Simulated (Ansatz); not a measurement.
`O[SiH](Cl)[SiH2]F` → `O[SiH2]F` + `[SiH]Cl` at 500 K and 1 bar (silylene formation by 1,1-elimination).

Isolated molecules relaxed with PBE0-D4/def2-TZVP in Ansatz; ΔE leaves out vibrations. CCSD(T)/CBS is the MP2 limit (def2-TZVPP, def2-QZVPP) plus CCSD(T) − MP2 in def2-TZVPP, frozen cores. This one scheme is used for every species. One conformer a species, not always the lowest.

```csv
species,CCSD(T)/CBS energy (Eh),H − E (kJ/mol),S (J/(mol·K))
`O[SiH](Cl)[SiH2]F`,-1215.46540,168.7,443.9
`O[SiH2]F`,-465.96250,118.8,315.1
`[SiH]Cl`,-749.43948,39.6,274.0
```

H − E and S are ideal-gas, rigid-rotor, harmonic terms from PBE0-D4/def2-TZVP, for one conformer and one mirror image of each species. 1 Eh = 2625.50 kJ/mol, R = 8.31446 J/(mol·K).

Task: By hand: ΔE, ΔH, ΔS and ΔG.

Result: ΔE = (-465.96250) + (-749.43948) − (-1215.46540) = 0.06342 Eh = 166.5 kJ/mol. Δ(H − E) = 118.8 + 39.6 − 168.7 = -10.3, so ΔH = 156.2 kJ/mol. ΔS = 315.1 + 274.0 − 443.9 = 145.2 J/(mol·K). ΔG = 156.2 − 500 × (145.2)/1000 = 83.6 kJ/mol.

Task: By hand: the equilibrium constant, and the temperature at which ΔG would vanish if ΔH and ΔS stayed fixed.

Result: log₁₀ K = −ΔG/(RT ln 10) = -8.7. ΔG = 0 at ΔH/ΔS = 1076 K.

The number of gas molecules changes by +1, which sets the sign of ΔS. A doubt of 5 kJ/mol in ΔE shifts log₁₀ K by 0.5 here. Other conformers and mirror images would add mixing entropy, several J/(mol·K) or more a flexible species. Modes under 60 cm⁻¹, often nearly free rotors, make the harmonic entropy too high. These are equilibria of isolated gas molecules and say nothing of rates. Largest T1 diagnostic: 0.013 (customary marks: 0.02 for closed shells, 0.045 for open ones).
